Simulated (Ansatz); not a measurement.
Molecule: GaF (charge 0, singlet). 
Coordinates optimised at B3LYP-D3(BJ)/def2-TZVP (Ansatz, a first-principles code):
```xyz
2

Ga     0.0000     0.0000    -0.4051
F      0.0000     0.0000     1.3954
```

Basis-set convergence of Hartree-Fock and CCSD correlation energies (hartree) with Ansatz. Cores are frozen in the correlated levels unless marked. Spin-orbit coupling is left out. The frozen core is the preceding noble-gas configuration, with the filled d and f shells of earlier blocks. Non-relativistic.

```csv
basis,functions,E(HF),"E(corr, CCSD)"
cc-pVDZ,41,-2022.71437,-0.24745
cc-pVTZ,73,-2022.82051,-0.31773
cc-pVQZ,123,-2022.83327,-0.34371
cc-pV5Z,195,-2022.83584,-0.35320
```

Extrapolating the two largest sets (X = 4 and 5) as X^-3: E(corr) = (125·(-0.35320) - 64·(-0.34371))/61 = -0.3632 Eh, an estimate of the basis-set limit. The largest set recovers 97.3 % of it, the smallest 68.1 %.
